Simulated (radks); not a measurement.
Values are calculated unless marked as measured or tabulated.
All-electron atom: Ba49+ in [He] 2s2 2p3 (the NIST ground configuration). Code: a radial shooting solver on a logarithmic mesh with Libxc functionals. Model: non-relativistic Kohn-Sham, TPSS, spin-polarised, spherical densities, point nucleus; open shells are filled with parallel spins first (spin-orbit coupling, left out, can overturn this in heavy ions); meta-GGA in the generalised Kohn-Sham scheme; relativity is left out, which matters for an element this heavy.

Radial electron density D(r) = 4 pi r^2 rho(r):

r (bohr)  D(r) (e/bohr)  spin D(r)
0.002958          9.686    0.00454
0.003283          11.50    0.00647
0.003672          13.77    0.00952
0.004107          16.41     0.0141
0.004557          19.21     0.0204
0.005097          22.62     0.0304
0.005656          26.16     0.0441
0.006326          30.35     0.0657
0.007019          34.58     0.0952
0.007851          39.41      0.141
0.008711          44.06      0.204
0.009744          49.10      0.300
0.01081           53.64      0.429
0.01209           58.15      0.624
0.01342           61.76      0.879
0.01501           64.75       1.26
0.01679           66.54       1.79
0.01863           66.94       2.45
0.02083           65.91       3.40
0.02312           63.60       4.55
0.02586           59.85       6.14
0.02869           55.55       7.98
0.03209           50.56       10.4
0.03561           46.19       13.0
0.03983           42.45       16.2
0.0442            40.38       19.4
0.04943           39.97       22.9
0.05529           41.37       26.2
0.06135           43.84       28.7
0.06862           46.91       30.4
0.07614           49.14       30.9
0.08517           49.82       29.9
0.0945            48.17       27.6
0.1057            43.73       23.8
0.1173            37.48       19.6
0.1312            29.35       14.7
0.1456            21.58       10.5
0.1628            14.08       6.60
0.1807            8.589       3.92
0.2021            4.489       2.00
0.226             2.053      0.893
0.2508           0.8687      0.371
0.2805           0.2933      0.123
0.3113          0.09080     0.0377
0.3482          0.02109    0.00867
0.3863         0.004437    0.00181
0.4321        0.0006494   0.000263

D(r) has 2 maxima, at r = 0.0183, 0.0831 bohr, and minima at 0.0479 bohr, inside which lie 2.25 electrons.
